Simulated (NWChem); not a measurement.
Molecule: C$_{3}$HF$_{3}$; SMILES FC(F)(F)C#C

Results from NWChem. All runs use the structure optimised with PBE0/def2-SVP. B3LYP is NWChem's, with the RPA form of VWN correlation. Static field.

Task: Order these by “isotropic polarisability (bohr³)”, lowest first: Hartree-Fock/Sadlej pVTZ; B3LYP/Sadlej pVTZ; PBE/Sadlej pVTZ.

Result: Hartree-Fock/Sadlej pVTZ (35.3), B3LYP/Sadlej pVTZ (38.3), PBE/Sadlej pVTZ (39.7)
